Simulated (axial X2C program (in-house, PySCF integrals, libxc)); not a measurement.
## What spin–orbit coupling does to AlSe⁺

Calculated with an axial X2C code built on PySCF integrals. Spin-free means the one-electron spin-free X2C Hamiltonian; two-component (2c) means X2C with spin–orbit coupling and atomic mean-field two-electron Coulomb and Gaunt terms, so the difference of the two also holds small scalar two-electron terms. Basis: Se dyall-cv3z [8s9p6d4f1g], Al dyall-v3z [8s8p2d1f] (cores contracted in-house); Gaussian nuclei, density fitting, unrestricted open shells. Masses: Se 79.917 u, Al 26.982 u.

Spin-free state: M_S = 1, Λ = 1 (beyond evenly filled blocks: σα, π+α, π+β, π-α); fragments Se + Al+.

| level | Re (Å) | ωe (cm⁻¹) | De (eV) | μ (D) |
| --- | --- | --- | --- | --- |
| PBE0 | 2.324 | 348.3 | 1.034 | 6.05 |
| HF | 2.340 | 294.9 | 0.185 | 6.67 |
| MP2 | 2.311 | 379.4 | 0.787 | n/a |
| CCSD | 2.353 | 311.3 | 0.614 | n/a |
| CCSD(T) | 2.347 | 328.5 | 0.742 | n/a |
| B3LYP | 2.355 | 319.0 | 0.874 | 6.08 |

Correlated methods: 8 electrons correlated (number of frozen shells: Se 3 s, 2 p, 1 d; Al 2 s, 1 p), 186 virtual spin orbitals or spinors in MP2, 90 natural virtuals in coupled cluster.

Dipoles are positive if Al is the positive end and refer to the centre of mass.

Two-component determinant lowest at the distance of the search:

Ω = 2 (⟨Sz⟩ = 1.00, ⟨Lz⟩ = 1.00 at HF); fragments Se + Al+.

| level | Re (Å) | ωe (cm⁻¹) | De (eV) | μ (D) |
| --- | --- | --- | --- | --- |
| PBE0 | 2.328 | 343.7 | 1.085 | 6.04 |
| HF | 2.347 | 284.0 | n/a | 6.66 |
| MP2 | 2.314 | 376.2 | 0.765 | n/a |
| CCSD | 2.358 | 304.6 | 0.603 | n/a |
| CCSD(T) | 2.351 | 323.1 | 0.724 | n/a |
| B3LYP | 2.360 | 312.8 | 0.868 | 6.07 |

Task: From the two tables, how do the constants change at the CCSD(T) level (2c against spin-free)?

Result: At the CCSD(T) level Re rises by 0.004 Å and ωe falls by 5.4 cm⁻¹; De changes by -0.018 eV.

The state is a single determinant with fixed occupations, the lowest that a limited PBE0 search found. De is counted from the lowest determinant-based energies of the atoms at the same level, without counterpoise correction. De is not given where an atomic determinant may have missed its ground term or J level, or where the truncated virtual space spoils (T). Density functionals use the spin component along the axis (collinear). CCSD and (T) use frozen natural virtuals with an MP2 correction for the truncation; (T) itself is uncorrected, so its De runs slightly low. Other states lie close and PBE0, whose exact exchange favours high spin, may order them wrongly; the determinant shown need not be the ground state. The nearest other spin-free determinant of the search, M_S = 0, Λ = 1, lies 0.13 eV up at the distance of the search. The functionals have no current-density term, which raises determinants with orbital currents, atoms included. With several unpaired electrons one determinant need not be a pure state. Open-shell Ω = 0 determinants with evenly filled partner blocks cannot be reached by this program, so the Ω shown need not be the lowest component.
